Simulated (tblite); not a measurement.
Species: C5H6F3N (charge +1 and doublet state).
Numbering: `[F:1][C:2]([F:3])([F:4])[C@H:5]1[CH:6]=[CH:7][CH2:8][NH+:9]1` (hydrogens: H10 on C5; H11 on C6; H12 on C7; H13, H14 on C8; H15 on N9)
Bond orders are those of one Lewis drawing.

Computed with GFN2-xTB (tblite), gas phase: L-BFGS steps from a force-field or distance-geometry start until the largest atomic force falls under 0.01 eV/Å.

Step 1: E = -826.1064 eV
```
atom  x, y, z in Å  |  force x, y, z in eV/Å
F1      1.7844   -0.3725    1.5715   -0.124   0.136  -0.339
C2      1.9450    0.1518    0.3486    0.086   0.098   0.144
F3      2.5545    1.3209    0.4866   -0.205  -0.076  -0.019
F4      2.7407   -0.6522   -0.3483   -0.442   0.166   0.082
C5      0.5375    0.3132   -0.3555   -0.157  -0.123   0.060
C6     -0.1233   -0.9922   -0.6405   -0.970   0.134   0.237
C7     -1.4294   -0.9346   -0.2463    0.977   0.049  -0.464
C8     -1.7132    0.3937    0.3253    0.161  -0.219   0.177
N9     -0.4553    1.1049    0.3611    0.397  -1.222   0.308
H10     0.7467    0.8015   -1.3316    0.158   0.047   0.137
H11     0.3374   -1.8396   -1.0990    0.295  -0.089  -0.173
H12    -2.1285   -1.7391   -0.3437   -0.244  -0.004  -0.036
H13    -2.4684    0.9186   -0.2994    0.166   0.017   0.226
H14    -2.1556    0.3009    1.3296   -0.163   0.244  -0.098
H15    -0.1771    1.2326    1.3348    0.066   0.842  -0.243
```

Step 2: E = -826.1695 eV
```
atom  x, y, z in Å  |  force x, y, z in eV/Å
F1      1.7816   -0.3682    1.5606   -0.133  -0.068   0.213
C2      1.9540    0.1540    0.3547   -0.662   0.037  -0.232
F3      2.5477    1.3155    0.4856    0.081   0.422   0.048
F4      2.7285   -0.6464   -0.3445   -0.056  -0.145  -0.195
C5      0.5281    0.3117   -0.3522    0.457  -0.293  -0.159
C6     -0.1334   -0.9907   -0.6388    0.115  -0.331  -0.297
C7     -1.4196   -0.9337   -0.2534   -0.187  -0.272  -0.202
C8     -1.7046    0.3889    0.3278   -0.204  -0.212   0.210
N9     -0.4462    1.0745    0.3663    0.102  -0.417   0.449
H10     0.7505    0.8030   -1.3299    0.100  -0.007   0.241
H11     0.3426   -1.8400   -1.1017    0.120   0.163  -0.039
H12    -2.1319   -1.7374   -0.3443   -0.062   0.164  -0.037
H13    -2.4663    0.9196   -0.2955    0.308  -0.036   0.260
H14    -2.1598    0.3061    1.3287   -0.101   0.189  -0.122
H15    -0.1757    1.2510    1.3298    0.122   0.806  -0.138
```

Step 3: E = -826.2185 eV
```
atom  x, y, z in Å  |  force x, y, z in eV/Å
F1      1.7779   -0.3668    1.5578   -0.129  -0.085   0.309
C2      1.9489    0.1557    0.3546   -0.560   0.038  -0.257
F3      2.5451    1.3191    0.4857    0.029   0.343   0.032
F4      2.7207   -0.6454   -0.3455    0.029  -0.162  -0.217
C5      0.5297    0.3063   -0.3528    0.431  -0.350  -0.099
C6     -0.1348   -0.9957   -0.6435    0.133  -0.222  -0.277
C7     -1.4197   -0.9377   -0.2600   -0.172  -0.153  -0.104
C8     -1.7025    0.3829    0.3324   -0.113  -0.261   0.120
N9     -0.4396    1.0508    0.3764   -0.094  -0.074   0.264
H10     0.7542    0.8038   -1.3253    0.073   0.007   0.196
H11     0.3472   -1.8372   -1.1036    0.151   0.025  -0.117
H12    -2.1344   -1.7335   -0.3452   -0.146   0.030  -0.077
H13    -2.4603    0.9196   -0.2891    0.309  -0.018   0.205
H14    -2.1639    0.3119    1.3264   -0.121   0.115  -0.001
H15    -0.1730    1.2741    1.3248    0.180   0.766   0.024
```

Step 4: E = -826.3066 eV
```
atom  x, y, z in Å  |  force x, y, z in eV/Å
F1      1.7655   -0.3646    1.5572   -0.059   0.006   0.205
C2      1.9294    0.1615    0.3497    0.061  -0.137  -0.010
F3      2.5361    1.3317    0.4861   -0.208  -0.038  -0.045
F4      2.7012   -0.6453   -0.3523    0.125  -0.056  -0.113
C5      0.5399    0.2837   -0.3540   -0.048  -0.085   0.081
C6     -0.1375   -1.0095   -0.6601    0.134  -0.080  -0.195
C7     -1.4206   -0.9477   -0.2776   -0.112  -0.132   0.042
C8     -1.6953    0.3601    0.3446    0.016  -0.147   0.072
N9     -0.4281    0.9923    0.4031   -0.037   0.680   0.395
H10     0.7651    0.8065   -1.3104   -0.005   0.017   0.088
H11     0.3638   -1.8334   -1.1134    0.157  -0.232  -0.267
H12    -2.1467   -1.7263   -0.3501   -0.227  -0.166  -0.169
H13    -2.4385    0.9199   -0.2697    0.252   0.020   0.037
H14    -2.1780    0.3281    1.3239   -0.125  -0.101   0.194
H15    -0.1607    1.3509    1.3162    0.076   0.451  -0.315
```

**Question.** Estimate the geometry and energy of step 5. (The exact step hangs on the optimiser's Hessian estimate; all steps are aligned on step 4, rigid shifts and turns removed.)

**Answer.** E = -826.3358 eV, largest force 0.465 eV/Å
```
atom  x, y, z in Å  |  force x, y, z in eV/Å
F1      1.7594   -0.3632    1.5593    0.002   0.027   0.123
C2      1.9235    0.1613    0.3483    0.207  -0.212   0.092
F3      2.5285    1.3356    0.4854   -0.250  -0.144  -0.066
F4      2.6946   -0.6457   -0.3565    0.167  -0.024  -0.042
C5      0.5422    0.2737   -0.3529   -0.249   0.137   0.189
C6     -0.1375   -1.0164   -0.6697    0.053  -0.013  -0.100
C7     -1.4217   -0.9543   -0.2847   -0.004  -0.090   0.093
C8     -1.6919    0.3486    0.3512    0.121   0.012   0.156
N9     -0.4228    0.9784    0.4217   -0.112   0.447  -0.063
H10     0.7696    0.8079   -1.3029   -0.050   0.013   0.077
H11     0.3733   -1.8357   -1.1220    0.107  -0.225  -0.271
H12    -2.1555   -1.7260   -0.3550   -0.200  -0.177  -0.190
H13    -2.4254    0.9204   -0.2611    0.211   0.028  -0.030
H14    -2.1859    0.3332    1.3258   -0.096  -0.193   0.196
H15    -0.1547    1.3900    1.3060    0.093   0.413  -0.165
```

The energy changes by -0.0293 eV. The first-order estimate −F·Δx gives -0.0390 eV and the mean of the old and new forces, exact on a quadratic surface, -0.0295 eV. The step makes an angle of 59° with the force vector and moves no atom by more than 0.041 Å.

What follows is the cost of the whole relaxation. Time: 0.27 s of wall time. Hardware: one thread of an Arm Neoverse V2 (shared host).
